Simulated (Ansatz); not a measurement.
```yaml
crystal:
  periodic: [false, false, false]
  atoms:
    - {symbol: Ir, position_ang: [-0.808904, -0.581126, 0.558258]}
    - {symbol: Ge, position_ang: [1.341822, 0.215545, 1.940799]}
    - {symbol: Ge, position_ang: [-0.671708, 1.854234, 0.523011]}
    - {symbol: Ge, position_ang: [-0.301083, -1.919136, -1.734704]}
    - {symbol: Ge, position_ang: [1.894329, 1.955969, 0.059568]}
    - {symbol: Ge, position_ang: [-0.164931, 0.985502, -2.058530]}
    - {symbol: Ge, position_ang: [-2.321244, -0.369316, -1.372032]}
    - {symbol: Ge, position_ang: [-0.463965, -1.569380, 2.659516]}
    - {symbol: Ge, position_ang: [1.495694, -0.572281, -0.575897]}
basis:
  gaussian: {orbitals: def2-TZVPD}
magnetization: {spin_polarized: true, initial_magnetization: 1}
hamiltonian: {xc: pbe0, dispersion: d4}
scf: {omitted_lower_state_checks: [starts]}
output: {orbitals: {seedname: orbitals}}
```

```sh
$ ansatz run in.yaml --threads 6 --pin off --events-out ev --progress --plain --max-ram 7833MiB
```

Does this run fit into the memory that it is given?

No. It has 475 basis functions, and Ansatz plans for 12 GiB where 8 GiB are given.
